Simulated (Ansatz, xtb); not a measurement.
# CH2NSn: where a starting geometry ends

The starting geometry of this gas-phase doublet was built from a drawn formula by distance geometry and a force field; its bonds are those of `[C]1=[N][SnH2]1`.

```yaml
atoms:
  - { symbol: C, position_ang: [-2.8428, -2.1947, 2.2330] }
  - { symbol: N, position_ang: [-3.1206, -1.5896, 1.0081] }
  - { symbol: Sn, position_ang: [-1.4274, -0.8906, 1.7377] }
  - { symbol: H, position_ang: [-1.7601, 0.8083, 2.0956] }
  - { symbol: H, position_ang: [-0.1656, -1.3363, 0.5639] }
```

**Question.** Predict what it relaxes into with r2SCAN-D4/def2-SVP.

**Answer.** A bond breaks, leaving `N#[C][SnH2]`. Distances that change by over a tenth: C1–N2 (1.39 → 1.17 Å). Contacts that open: N2–Sn3 (1.97 → 3.30 Å).

The energy falls by 3.03 eV over 18 steps:

```
step  E − E(last) (eV)
   1             3.030
   3             0.946
   5             0.745
   7             0.727
   9             0.658
  10             0.506
  12             0.229
  14             0.045
  16             0.001
  18             0.000
```

Final geometry (Å):

```xyz
5

C    -2.8927   -1.7759    1.5213
N    -3.8873   -2.3571    1.3306
Sn   -1.0616   -0.7919    1.9950
H    -1.4660    0.8747    2.1062
H    -0.0090   -1.1526    0.6852
```

From the same start GFN2-xTB reaches the same bonding as this run.

No frequencies were run, so the end isn't proven a minimum. Open shells are spin-unrestricted. Atoms past krypton carry core potentials, without spin–orbit terms. Run with Ansatz 0.2.0, 95 s on 1 thread of Intel(R) Xeon(R) Platinum 8259CL CPU @ 2.50GHz (Skylake/Cascade Lake) (shared host).
